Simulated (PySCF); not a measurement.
Vertical excitations of a molecule C3H3F3 from TDA-PBE/def2-SVPD (PySCF), as energy in eV (oscillator strength): 6.92 (0.024), 7.11 (0.085), 7.52 (0.085), 7.64 (0.119), 8.02 (0.100), 8.25 (0.014), 8.43 (0.004), 8.51 (0.010), 8.57 (0.018), 8.73 (0.012). Lowest triplet (TDA): 4.41 eV. The structure is a stationary point at PBE0-D3(BJ)/def2-SVP. One conformer was computed; it need not be the lowest.

### Question
Which structure fits?
(A) F/C=C\C(F)F
(B) C=CC(F)(F)F
(C) C=C(F)C(F)F
(D) CC(F)=C(F)F

### Answer
C, C=C(F)C(F)F
